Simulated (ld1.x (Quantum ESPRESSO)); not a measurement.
## An all-electron radial function and its pseudo partner (phosphorus (P))

Columns: radius, all-electron u(r) and pseudo u(r) of the 3p shell (level -6.16 eV) of phosphorus in the configuration [Ne] 3s1 3p4; LDA (PZ), scalar-relativistic, RRKJ scheme, ld1.x (Quantum ESPRESSO) 7.5.

```tsv
r (bohr)	all-electron	pseudo
0.093	0.1240	-0.0035
0.185	0.2595	-0.0141
0.278	0.3090	-0.0325
0.370	0.2817	-0.0590
0.463	0.2047	-0.0947
0.555	0.1025	-0.1389
0.648	-0.0108	-0.1917
0.740	-0.1225	-0.2506
0.833	-0.2286	-0.3145
0.925	-0.3234	-0.3792
1.018	-0.4074	-0.4430
1.110	-0.4782	-0.5015
1.203	-0.5376	-0.5536
1.295	-0.5851	-0.5965
1.388	-0.6225	-0.6306
1.480	-0.6500	-0.6553
1.573	-0.6692	-0.6721
1.665	-0.6809	-0.6820
1.758	-0.6863	-0.6865
1.850	-0.6862	-0.6862
1.943	-0.6814	-0.6814
2.035	-0.6730	-0.6730
2.128	-0.6613	-0.6613
2.220	-0.6471	-0.6471
2.313	-0.6308	-0.6308
2.405	-0.6132	-0.6132
```

Q: How many radial nodes do the two functions have?

A: The all-electron 3p function has n − l − 1 = 1; the pseudo-wave has 0, since the states of the same l below it are removed with the core.

Q: At about which radius was the pseudo-wave matched?

A: 1.85 bohr, where the columns begin to agree (steps of 0.09 bohr).

Q: Is the pseudo-wave norm-conserving?

A: Yes: the RRKJ scheme keeps the norm inside the radius equal to the all-electron one, which fixes the energy derivative of the logarithmic derivative at the level.
